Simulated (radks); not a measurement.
Excited configurations of Co: one electron is placed in a higher orbital outside [Ar] 3d8. The ground configuration is [Ar] 3d7 4s2. All-electron calculation, scalar-relativistic Kohn-Sham, r2SCAN, spin-polarised, spherical densities, finite nucleus; open shells are filled with parallel spins first; meta-GGA in the generalised Kohn-Sham scheme; Fermi nuclear charge, rms radius 3.7875 fm. Program: a radial shooting solver on a logarithmic mesh with Libxc functionals. Excitation = E - E(ground); binding = E(ion) - E, where the ion is the core of charge +1; n* = 1/sqrt(2 binding) in atomic units, and the quantum defect is n - n*.

| outer orbital | excitation (eV) | binding (eV) | n* | quantum defect | eigenvalue (eV) | <r> (bohr) |
|---|---|---|---|---|---|---|
| 4p | 3.975 | 3.927 | 1.861 | 2.139 | -1.919 | 4.559 |
| 5p | 6.138 | 1.764 | 2.777 | 2.223 | -1.044 | 11.29 |
| 6p | 6.900 | 1.002 | 3.685 | 2.315 | -0.621 | 20.88 |
| 6d | 7.285 | 0.617 | 4.697 | 1.303 | -0.378 | 32.67 |
| 6f | 7.472 | 0.430 | 5.627 | 0.373 | -0.267 | 45.99 |
| 7d | 7.465 | 0.437 | 5.578 | 1.422 | -0.282 | 48.13 |

The Delta-SCF ionisation energy is 7.902 eV (NIST Atomic Spectra Database: 7.881 eV, measured). Self-interaction in the functional shifts the binding energies and quantum defects, so they are the method's values and not measured ones. Open shells are spherical and high-spin; term and fine-structure splittings are not resolved.
